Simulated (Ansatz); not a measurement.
`C[SiH](F)[SiH2]S` + `N[SiH3]` → `C[SiH](F)[SiH2]N` + `[SiH3]S`  (formal exchange of groups at the Si–Si bond)

Isolated molecules relaxed with PBE0-D4/def2-TZVP in Ansatz; ΔE leaves out vibrations. CCSD(T)/CBS adds triple-zeta CCSD(T) − MP2 to the extrapolated MP2 energy (def2 sets, frozen cores). This one scheme is used for every species. Functionals use def2-TZVPP. B3LYP here is the variant with VWN-RPA as its local correlation; programs differ in this. Each species was taken in one conformer, which may not be the lowest.

| level | ΔE (eV) |
| --- | --- |
| B3LYP | 0.05 |
| CCSD(T)/def2-TZVPP | 0.07 |

What does CCSD(T)/CBS give? (An estimate is asked.)

Computed: +0.07 eV. The listed levels differ from it by -0.02, 0.00 eV.

Largest T1 diagnostic among the species: 0.012.
